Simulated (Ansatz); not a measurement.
`[SeH][SnH3]` + `NBF` → `NB(F)[SeH]` + `[SnH4]` at 600 K and 1 bar (formal exchange of groups at the Se–Sn bond).

Computed with Ansatz on PBE0-D4/def2-TZVP structures; ΔE is electronic, products minus reactants. CBS: MP2 limit from def2 TZ/QZ plus the TZ coupled-cluster correction, frozen cores. This one scheme is used for every species. def2 core potentials past Kr. For Se, Sn outer-core shells are correlated without core-valence functions, which leaves a few kJ/mol of doubt a bond. Scalar relativity is left out up to krypton. Each species was taken in one conformer, which may not be the lowest.

```tsv
species	CCSD(T)/CBS energy (Eh)	H − E (kJ/mol)	S (J/(mol·K))
`[SeH][SnH3]`	-2617.13827	115.7	375.3
`NBF`	-181.19761	145.2	305.2
`NB(F)[SeH]`	-2581.93092	157.1	381.3
`[SnH4]`	-216.39156	98.5	271.3
```

H − E and S are ideal-gas, rigid-rotor, harmonic terms from PBE0-D4/def2-TZVP, for one conformer and one mirror image of each species. 1 Eh = 2625.50 kJ/mol, R = 8.31446 J/(mol·K).

Task: By hand: ΔE, ΔH, ΔS and ΔG.

Result: ΔE = (-2581.93092) + (-216.39156) − (-2617.13827) − (-181.19761) = 0.01340 Eh = 35.2 kJ/mol. Δ(H − E) = 157.1 + 98.5 − 115.7 − 145.2 = -5.3, so ΔH = 29.9 kJ/mol. ΔS = 381.3 + 271.3 − 375.3 − 305.2 = -27.9 J/(mol·K). ΔG = 29.9 − 600 × (-27.9)/1000 = 46.6 kJ/mol.

Task: By hand: the equilibrium constant, and the temperature at which ΔG would vanish if ΔH and ΔS stayed fixed.

Result: log₁₀ K = −ΔG/(RT ln 10) = -4.1. ΔH and −TΔS have one sign here, so there is no such temperature.

TΔS isn't small against ΔH here. A doubt of 5 kJ/mol in ΔE shifts log₁₀ K by 0.4 here. Other conformers and mirror images would add mixing entropy, several J/(mol·K) or more a flexible species. These are equilibria of isolated gas molecules and say nothing of rates. Largest T1 diagnostic: 0.013 (customary marks: 0.02 for closed shells, 0.045 for open ones).
